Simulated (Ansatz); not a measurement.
Two isomers of C2H7BO: A = `CB(C)O`, B = `CBOC`.

Isolated molecules relaxed with PBE0-D4/def2-TZVP in Ansatz; ΔE leaves out vibrations. CCSD(T)/CBS adds triple-zeta CCSD(T) − MP2 to the extrapolated MP2 energy (def2 sets, frozen cores). DFT in def2-TZVPP. B3LYP here is the variant with VWN-RPA as its local correlation; programs differ in this. One conformer a species, not always the lowest.

Q: Which isomer does CCSD(T)/CBS put lower? Give the gap. (An estimate is asked.)

A: The calculation gave: A, by 23.4 kcal/mol.

Q: Give E(B) − E(A) in kcal/mol with r2SCAN-D4, PBE0-D4, CCSD(T)/def2-SVP, HF/def2-TZVPP, PBE-D4, BLYP-D4, B3LYP. (An estimate is asked.)

A: The calculation gave: r2SCAN-D4 23.7, PBE0-D4 23.5, CCSD(T)/def2-SVP 21.2, HF/def2-TZVPP 20.1, PBE-D4 22.9, BLYP-D4 21.2, B3LYP 21.3. None reverses the order clearly.

Q: Does the order hold for the free energy at 298.15 K (harmonic terms from PBE0-D4)? (Estimate.)

A: Computed: Yes: G(B) − G(A) = +23.7 kcal/mol, for one conformer each.

Largest T1 diagnostic: 0.012.

At CCSD(T), def2-SVP lies −2.2 kcal/mol from the extrapolated value and def2-TZVPP −0.5 kcal/mol. In def2-TZVPP, CCSD(T) changes the Hartree–Fock value by +2.8 kcal/mol (the triples alone add +0.1 kcal/mol) and MP2 by +4.0 kcal/mol.
